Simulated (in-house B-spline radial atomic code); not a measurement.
The zinc ion Zn²⁺ is squeezed into an impenetrable sphere of radius R (the orbitals vanish at R). No spin polarisation. Method: non-relativistic B3LYP, spherical fractional occupations, point nucleus. Calculated with an all-electron radial atomic-structure program (B-spline basis).

Energies in eV above the free ion in [Ar] 3d10:

```csv
R (bohr),highest level (eV),[Ar] 3d10,-dE/dV in [Ar] 3d10 (GPa)
9.99,-33.6,0,4.03e-08
5.65,-33.6,0.002585,0.0189
5.39,-33.6,0.005216,0.0416
3.92,-33.2,0.251,3.62
3.8,-33.1,0.3419,5.24
3.17,-31.9,1.717,37.7
2.73,-29.7,5.347,161
2.09,-19.6,30.75,1770
1.78,-6.36,79.27,6960
1.59,8.54,149.2,17600
```

The highest level is first positive in the row R = 1.59 bohr, pushed up by confinement above the zero of the free ion's potential. Each configuration is held fixed and needn't be the lowest in the sphere.
